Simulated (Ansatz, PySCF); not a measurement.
Input for Ansatz (an electronic-structure program):
Ansatz 0.2 input:
```yaml
crystal:
  periodic: [false, false, false]
  atoms:
    - {symbol: C, position_ang: [1.40171610, -0.75481551, -0.13144872]}
    - {symbol: S, position_ang: [-0.02631153, 0.13107076, 0.51316754]}
    - {symbol: C, position_ang: [-1.33721783, -0.83710786, -0.25086280]}
    - {symbol: O, position_ang: [-0.02031928, 1.38387242, -0.48762225]}
    - {symbol: H, position_ang: [2.30606292, -0.23659248, 0.17712055]}
    - {symbol: H, position_ang: [1.41064987, -1.75703652, 0.28732886]}
    - {symbol: H, position_ang: [1.35483657, -0.79600116, -1.21589801]}
    - {symbol: H, position_ang: [-1.19383558, -0.87257702, -1.32701691]}
    - {symbol: H, position_ang: [-2.29439263, -0.37481498, -0.02345354]}
    - {symbol: H, position_ang: [-1.32246003, -1.83915389, 0.16816870]}
    - {symbol: H, position_ang: [-0.06431200, 2.25960481, -0.08208314]}
basis:
  gaussian:
    orbitals: STO-3G
hamiltonian:
  xc: blyp
total_charge: 1
accuracy: high
```

Question: Convert this to an input for PySCF.

Answer: This is not unique; one that fits is 
```python
from pyscf import gto, scf, dft

mol = gto.Mole()
mol.atom = '''
    C     1.40171610   -0.75481551   -0.13144872
    S    -0.02631153    0.13107076    0.51316754
    C    -1.33721783   -0.83710786   -0.25086280
    O    -0.02031928    1.38387242   -0.48762225
    H     2.30606292   -0.23659248    0.17712055
    H     1.41064987   -1.75703652    0.28732886
    H     1.35483657   -0.79600116   -1.21589801
    H    -1.19383558   -0.87257702   -1.32701691
    H    -2.29439263   -0.37481498   -0.02345354
    H    -1.32246003   -1.83915389    0.16816870
    H    -0.06431200    2.25960481   -0.08208314
'''
mol.basis = 'sto-3g'
mol.charge = 1
mol.verbose = 4
mol.build()

mf = dft.RKS(mol)
mf.xc = 'blyp'
mf.grids.atom_grid = (99, 590)
mf.grids.prune = None
mf.kernel()
```

Both were run: Ansatz gave -547.050448 Eh and PySCF -547.050449 Eh, 0.001 mEh apart.
